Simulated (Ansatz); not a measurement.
Cost and result for the atomization energy of `N[CH2][GeH2][SiH3]` (13 atoms, 12 bonds).

Z-matrix (Å, degrees):
```
C
Ge 1 1.972
N 1 1.455 2 109.1
H 1 1.099 2 109.8 3 127.2
H 1 1.093 2 106.4 3 -117.2
Si 2 2.379 1 108.2 3 49.4
H 2 1.542 1 110.0 3 172.4
H 2 1.545 1 108.8 3 -70.2
H 3 1.013 1 111.3 2 -175.0
H 3 1.012 1 111.1 2 65.9
H 6 1.486 2 110.8 1 -74.0
H 6 1.489 2 110.6 1 165.9
H 6 1.487 2 109.6 1 46.5
```

The species carries charge 0 and has multiplicity 1. Correlated methods include outer-core shells of Ge, which these sets cover unevenly. Scalar relativity is left out up to krypton. Geometry: relaxed with PBE0-D4/def2-TZVP. It is one conformer, not always the lowest. Program: Ansatz. All runs use 4 threads of an Arm Neoverse V2 on a shared host. Times are those of one run each, without the atoms' runs, and a repeat can differ threefold. Electronic energies, without spin–orbit coupling; frozen cores. CCSD(T)/CBS adds CCSD(T) − MP2 in def2-TZVPP to the MP2 limit, and its time is that of the two runs behind it. T1 = 0.011. With those shells the extrapolation isn't a true limit. B3LYP takes the VWN-RPA correlation (the form of Gaussian; ORCA's B3LYP/G).

CCSD(T)/CBS is a level of theory with its own doubt, some kJ/mol a heavy atom from the limit and from the frozen cores, so smaller differences don't rank the functionals.

| level | functions | wall time |
| --- | --- | --- |
| PBE-D4/def2-TZVPP (with forces) | 278 | 2.6 s |
| PBE0-D4/def2-TZVPP | 278 | 3.4 s |
| r2SCAN-D4/def2-TZVPP (with forces) | 278 | 5.5 s |
| B3LYP-D4/def2-TZVPP (with forces) | 278 | 5.5 s |
| B2PLYP/def2-TZVPP | 278 | 6.5 s |
| ωB97X-V/def2-TZVPP | 278 | 9 s |
| ωB97M-V/def2-TZVPP (with forces) | 278 | 13 s |
| MP2/def2-QZVPP | 543 | 28 s |
| CCSD(T)/def2-TZVPP | 278 | 4.1 min |
| CCSD(T)/CBS(def2) | – | 4.6 min |

Question: What atomization energy does each give, and how far from CCSD(T)/CBS? (An estimate is asked.)

Answer: Computed: 
| level | atomization (kcal/mol) | difference from CCSD(T)/CBS | per bond |
| --- | --- | --- | --- |
| PBE-D4/def2-TZVPP (with forces) | 978.0 | 0.8 | 0.1 |
| PBE0-D4/def2-TZVPP | 968.9 | -8.3 | -0.7 |
| r2SCAN-D4/def2-TZVPP (with forces) | 972.3 | -4.9 | -0.4 |
| B3LYP-D4/def2-TZVPP (with forces) | 975.2 | -2.0 | -0.2 |
| B2PLYP/def2-TZVPP | 961.8 | -15.4 | -1.3 |
| ωB97X-V/def2-TZVPP | 981.8 | 4.6 | 0.4 |
| ωB97M-V/def2-TZVPP (with forces) | 974.4 | -2.8 | -0.2 |
| MP2/def2-QZVPP | 962.9 | -14.3 | -1.2 |
| CCSD(T)/def2-TZVPP | 953.9 | -23.3 | -1.9 |
| CCSD(T)/CBS(def2) | 977.2 | 0.0 | 0.0 |

The D4 term adds +10.0 kcal/mol with B3LYP and +5.3 kcal/mol with PBE0; it sums over pairs of atoms, weighted by their polarisabilities, and B3LYP, whose exchange is more repulsive, gets the larger term. In def2-TZVPP, CCSD(T) changes the Hartree–Fock value by +248.7 kcal/mol (the triples alone add +11.1 kcal/mol) and MP2 by +244.1 kcal/mol; breaking electron pairs costs correlation energy, which Hartree–Fock lacks. From PBE to PBE0 (25 % exact exchange), in def2-TZVPP and without D4, the atomization energy moves by −8.2 kcal/mol: exact exchange takes away binding that semilocal exchange gives to molecules.
